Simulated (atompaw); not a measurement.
Pt (Z = 78) PAW (atompaw): all-electron and pseudo phase curves

atompaw 4.2.0.5 input, output lines left out:

```
Pt 78
GGA-PBE scalarrelativistic loggrid 2001 logderivrange -9 5 351
6 6 5 4 0 0
6 0 1
6 1 0
5 2 9
0 0 0
c
c
c
c
v
v
c
c
c
v
v
c
c
v
c
2
2.35 2.15 2.10 2.00
n
n
y
-0.05
n
custom rrkj gramschmidtortho besselshape
bessel
1.55
1.50
1.25
2.35
1.65
1.65
```

The phase is arctan(r·u′/u) with u = r·R(r), unwrapped; energies in Ry, scanned from -9 to 5 Ry. A pole is an energy at which the radial function vanishes at the test radius. The pseudo phase is shifted by a multiple of π to meet the all-electron one at the reference energy, and phase errors are pseudo minus all-electron; the curves can meet again beyond the range given. Levels narrower than the energy grid can be missing from the lists of poles.

```tsv
channel	radius (bohr)	reference energy (Ry)	poles, all-electron	poles, pseudo	unbroken range about the reference energy with phases within 0.05 rad	phase error 1 Ry above the reference energy (rad)
s	2.35	-0.42	-7.45, 2.79	-7.45, 2.78	the whole range	-0.000
p	2.35	-0.06	-4.02, 4.88	-4.02, 4.27	the whole range	-0.022
d	2.35	-0.45	0.18	0.18	the whole range	+0.000
```

Phases in the d channel:

```json
{"E (Ry)": "-9.00", "all-electron": "1.429", "pseudo": "1.429"}
{"E (Ry)": "-8.52", "all-electron": "1.425", "pseudo": "1.425"}
{"E (Ry)": "-8.04", "all-electron": "1.420", "pseudo": "1.420"}
{"E (Ry)": "-7.56", "all-electron": "1.415", "pseudo": "1.415"}
{"E (Ry)": "-7.08", "all-electron": "1.410", "pseudo": "1.410"}
{"E (Ry)": "-6.60", "all-electron": "1.404", "pseudo": "1.404"}
{"E (Ry)": "-6.12", "all-electron": "1.397", "pseudo": "1.397"}
{"E (Ry)": "-5.64", "all-electron": "1.389", "pseudo": "1.389"}
{"E (Ry)": "-5.16", "all-electron": "1.381", "pseudo": "1.381"}
{"E (Ry)": "-4.68", "all-electron": "1.370", "pseudo": "1.370"}
{"E (Ry)": "-4.20", "all-electron": "1.358", "pseudo": "1.358"}
{"E (Ry)": "-3.72", "all-electron": "1.343", "pseudo": "1.343"}
{"E (Ry)": "-3.24", "all-electron": "1.323", "pseudo": "1.323"}
{"E (Ry)": "-2.76", "all-electron": "1.297", "pseudo": "1.297"}
{"E (Ry)": "-2.28", "all-electron": "1.258", "pseudo": "1.258"}
{"E (Ry)": "-1.80", "all-electron": "1.193", "pseudo": "1.193"}
{"E (Ry)": "-1.32", "all-electron": "1.049", "pseudo": "1.049"}
{"E (Ry)": "-0.84", "all-electron": "0.450", "pseudo": "0.451"}
{"E (Ry)": "-0.36", "all-electron": "-1.188", "pseudo": "-1.188"}
{"E (Ry)": "0.12", "all-electron": "-1.551", "pseudo": "-1.551"}
{"E (Ry)": "0.60", "all-electron": "-1.675", "pseudo": "-1.675"}
{"E (Ry)": "1.08", "all-electron": "-1.755", "pseudo": "-1.755"}
{"E (Ry)": "1.56", "all-electron": "-1.830", "pseudo": "-1.830"}
{"E (Ry)": "2.04", "all-electron": "-1.920", "pseudo": "-1.920"}
{"E (Ry)": "2.52", "all-electron": "-2.056", "pseudo": "-2.055"}
{"E (Ry)": "3.00", "all-electron": "-2.308", "pseudo": "-2.305"}
{"E (Ry)": "3.48", "all-electron": "-2.859", "pseudo": "-2.847"}
{"E (Ry)": "3.96", "all-electron": "-3.670", "pseudo": "-3.654"}
{"E (Ry)": "4.44", "all-electron": "-4.146", "pseudo": "-4.135"}
{"E (Ry)": "4.92", "all-electron": "-4.362", "pseudo": "-4.355"}
```
